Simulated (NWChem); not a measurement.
System: TiO2; SMILES [O]=[Ti]=[O]

```xyz
3

Ti     0.0000     0.0000     0.3963
O      1.3256     0.0000    -0.5271
O     -1.3256     0.0000    -0.5271
```
Atoms are numbered in this order, from 1.

All runs: NWChem. Pople sets run with spherical d functions. The geometry was optimised at PBE0/def2-SVP. B3LYP is NWChem's, with the RPA form of VWN correlation. GIAO values for the isolated, static molecule; σ is the absolute isotropic shielding.

Question: What does the run give for B3LYP/6-31G*? Quantities: σ Ti1 (ppm); σ O2 (ppm).

Answer: The σ Ti1 (ppm) is -196.4. The σ O2 (ppm) comes out as -811.8.
